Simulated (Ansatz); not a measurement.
Breaking the Sb1–Sb2 bond in Sb2 (multiplicity 1 held). Energies count from the point at 2.488 Å.


R- and RO- levels are restricted; in cc, def2 and unpolarised 6-31G sets they are followed outwards from rest. U- levels take the lowest unrestricted solution at each point, which mixes spins at long bonds. Active spaces are followed from rest. Levels need not reach the same state.

Frozen-core correlation. Filled d and f shells under p-block atoms count as core.

Programs: Ansatz (a program for electronic structure) with Gaussian orbitals.  In def2 rows elements past Kr take small-core potentials, without spin–orbit coupling.

Q: What energy at R = 9.952 Å does U-HF/def2-SVP give?

A: 6.5 kcal/mol

Q: What is the computed energy at R = 9.952 Å (FIC-MRCISD+Q on CASSCF(10,8)/def2-SVP)?

A: 47.1 kcal/mol

Q: Give the energy at R = 9.952 Å at the level R-HF/def2-SVP.

A: 291.7 kcal/mol

Doubts at one or more of the structures used: a restricted determinant that unrestricted orbitals would lower (R-HF/def2-SVP); a spin-contaminated determinant (U-HF/def2-SVP).
